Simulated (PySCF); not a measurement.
Assignment exercise: C2H4BNO2

Mapped SMILES: `[OH:1][B:2]([OH:3])[C@H:4]1[CH:5]=[N:6]1` (H(Xn): hydrogen on atom n).

- B3LYP/pcJ-1 coupling constants (spin–dipole term only in couplings to heteroatoms)
- PBE0-D3(BJ)/def2-SVP structure
- σ from GIAO-PBE0/pcSseg-1
- code: PySCF 2.14
- equivalent nuclei averaged, no relativistic terms, a single conformation, no solvent

Referencing at the same level of theory: TMS for ¹³C (σref 184.41) and ¹H (σref 31.27).

**Question.** Assign these signals to the numbered atoms. ¹³C{¹H} NMR (computed): δ 166.6, 14.1.

**Answer.** 
| δ (ppm) | atoms | environment | reason |
| --- | --- | --- | --- |
| 166.6 | C5 | C=N carbon | – |
| 14.1 | C4 | three-membered-ring carbon | – |

**Question.** Assign these signals to the numbered atoms. ¹H NMR (300 MHz, computed): δ 9.60 (d, J = 1.8 Hz, 1H), 2.83 (br s, 2H), 0.72 (d, J = 1.8 Hz, 1H).

**Answer.** 
```tsv
δ (ppm)	atoms	environment	reason
9.60	H(C5)	hydrogen on a C=N carbon	–
2.83	H(O1)/H(O3)	hydrogen on an oxygen bonded to B	labile proton, position sensitive to the medium
0.72	H(C4)	hydrogen on a three-membered-ring carbon	cyclopropane-type protons are shielded by the ring
```

Exchangeable OH/NH protons stand at their gas-phase positions; hydrogen bonding in a real sample shifts them, mostly to higher δ. A carbon bonded to boron is broadened by the quadrupolar boron nucleus and is often missing from a measured spectrum. Multiplet labels drop couplings under 1 Hz and merge nearly equal ones. Unscaled 3J(H,H) at this level run about 10 % above measured values. Shifts are as computed. Against solution values, carbons near 30 ppm lie about +2 ppm off and those near 130 ppm about +5 ppm. Of 1211 compounds with measured shifts, 218 miss one by over three times the rms of a fit or turn the order of signals round; such compounds aren't used in these exercises.
